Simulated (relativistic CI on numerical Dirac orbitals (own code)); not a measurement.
# Co5+ in a cubic cluster: 1s photoemission with charge transfer

Computed with a charge-transfer multiplet model of a cubic metal-ligand cluster with up to 2 ligand holes, Slater and spin-orbit integrals from Dirac-Coulomb-Breit ions, Slater integrals scaled by 0.8. The parameters are those of a tetrahedral site (10Dq negative, t2 hopping the larger). The ground state mixes d4 with configurations of k ligand holes L, whose averages lie at kΔ + k(k − 1)U_dd/2; a core hole lowers each added d electron by U_cd. 300 K, Lorentzian 1.1 eV and Gaussian 0.6 eV FWHM.

Atomic integrals in eV (Slater integrals scaled, ζ unscaled), ground: F2dd 11.595, F4dd 7.314, zeta_d 0.089; with the core hole: F2dd 12.822, F4dd 8.112, zeta_d 0.121, G2cd 0.080.

Cluster parameters (eV): Δ = 0.2, U_dd = 6.3, U_cd = 7.2, 10Dq(ligand) = 0, V(eg) = 1.05, V(t2g) = -1.78, final-state hopping factor = 1.

```tsv
Case	n_d	d4	d5L	d6L2	S
10Dq = -0.9 eV	4.82	0.26	0.66	0.08	2.00
10Dq = -0.6 eV	4.83	0.25	0.67	0.08	2.00
10Dq = -0.3 eV	4.84	0.24	0.68	0.08	2.00
```

Weights, n_d and S are thermal averages at 300 K. Binding energies count from the first peak over 30 % of the highest in each spectrum, which can be another peak from case to case. The parameters are a model scan and need not match a compound or its usual spin state. Peaks in eV (height, largest 100):
- 10Dq = -0.9 eV: 0.0 (100), 8.1 (12), 11.1 (6)
- 10Dq = -0.6 eV: 0.0 (100), 8.0 (12), 11.1 (5)
- 10Dq = -0.3 eV: 0.0 (100), 7.9 (12), 11.1 (5)

Curve for 10Dq = -0.9 eV (points under 2 left out, the grid thinned):

```
E (eV)  Intensity
  -3.7        2.6
  -3.3        3.2
  -2.9        4.2
  -2.5        5.5
  -2.1        7.7
  -1.7       11.6
  -1.3       18.9
  -0.9       34.5
  -0.5       65.5
  -0.1       97.6
   0.3       87.4
   0.8       43.3
   1.2       23.0
   1.6       13.7
   2.0        9.0
   2.4        6.5
   2.8        5.0
   3.2        4.2
   3.6        3.9
   4.0        3.9
   4.4        3.8
   4.8        3.3
   5.2        2.8
   5.6        2.6
   6.0        2.6
   6.4        2.8
   6.8        3.6
   7.2        5.3
   7.6        8.7
   8.0       11.5
   8.4       10.0
   8.8        6.6
   9.2        4.5
   9.7        3.8
  10.1        4.2
  10.5        4.9
  10.9        5.4
  11.3        5.5
  11.7        4.8
  12.1        3.9
  12.5        2.8
  12.9        2.0
  14.4        2.4
  14.8        2.4
  15.2        2.0
```

For the case 10Dq = -0.3 eV, Δ = 0.2 eV is smaller than U_dd = 6.3 eV, the charge-transfer side of the Zaanen-Sawatzky-Allen scheme. With the core hole the average of the configuration with one ligand hole lies at Δ − U_cd = -7.0 eV before mixing: it lies below the unscreened one, so the lowest final states are mostly screened and the unscreened weight appears at higher binding energy as a satellite.

With at most 2 ligand holes the space is cut while the next configuration still counts, so covalency is underestimated, and a final configuration with one more ligand hole, which can lie low, is missing from the spectra.
